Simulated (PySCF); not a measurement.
Electronic structure of Mn³⁺ (manganese, charge +3) at the UHF level

Configuration: [Ar] 3d4, high-spin 5D determinant. Computed with PySCF 2.14 in def2-TZVP (6s4p4d1f, 45 functions), with no relativity, point nucleus.

- Total energy: -1147.887828 hartree
- One-electron energy: -1552.7879 hartree
- Hartree (Coulomb) energy: 455.0394 hartree
- Exchange energy: -50.1393 hartree
- Kinetic energy: 1148.04516 hartree
- ⟨S²⟩: 6.0015
- ⟨L²⟩: 6.012
- Sum of ⟨r⟩: 13.31 bohr
- Sum of ⟨r²⟩: 13.07 bohr²
- Traceless quadrupole moment −½Σ⟨3z² − r²⟩ along its main axis: -0.351 e·bohr²
- Density at the nucleus (Gaussians lack the cusp): 10300 bohr⁻³
- Spin density at the nucleus: 0.147 bohr⁻³
- Langevin diamagnetic susceptibility: -10.4 ×10⁻⁶ cm³/mol
- Time after the integrals: 0.26 s of wall time on 1 thread of Neoverse-N1 (shared host)

```json
{"shell": "1s α", "electrons": "1", "mean orbital energy (hartree)": "-241.90789", "spread (hartree)": "0", "rms radius, mean of both spins (bohr)": "0.0713"}
{"shell": "1s β", "electrons": "1", "mean orbital energy (hartree)": "-241.90507", "spread (hartree)": "0", "rms radius, mean of both spins (bohr)": "0.0713"}
{"shell": "2s α", "electrons": "1", "mean orbital energy (hartree)": "-30.56415", "spread (hartree)": "0", "rms radius, mean of both spins (bohr)": "0.305"}
{"shell": "2s β", "electrons": "1", "mean orbital energy (hartree)": "-30.43941", "spread (hartree)": "0", "rms radius, mean of both spins (bohr)": "0.305"}
{"shell": "2p α", "electrons": "3", "mean orbital energy (hartree)": "-26.26703", "spread (hartree)": "0.00078", "rms radius, mean of both spins (bohr)": "0.274"}
{"shell": "2p β", "electrons": "3", "mean orbital energy (hartree)": "-26.14313", "spread (hartree)": "0.03729", "rms radius, mean of both spins (bohr)": "0.274"}
{"shell": "3s α", "electrons": "1", "mean orbital energy (hartree)": "-5.32725", "spread (hartree)": "0", "rms radius, mean of both spins (bohr)": "0.914"}
{"shell": "3s β", "electrons": "1", "mean orbital energy (hartree)": "-4.97286", "spread (hartree)": "0", "rms radius, mean of both spins (bohr)": "0.914"}
{"shell": "3p α", "electrons": "3", "mean orbital energy (hartree)": "-4.01646", "spread (hartree)": "0.05391", "rms radius, mean of both spins (bohr)": "0.970"}
{"shell": "3p β", "electrons": "3", "mean orbital energy (hartree)": "-3.58610", "spread (hartree)": "0.08466", "rms radius, mean of both spins (bohr)": "0.970"}
{"shell": "3d α", "electrons": "4", "mean orbital energy (hartree)": "-1.95825", "spread (hartree)": "0.07124", "rms radius, mean of both spins (bohr)": "1.13"}
```
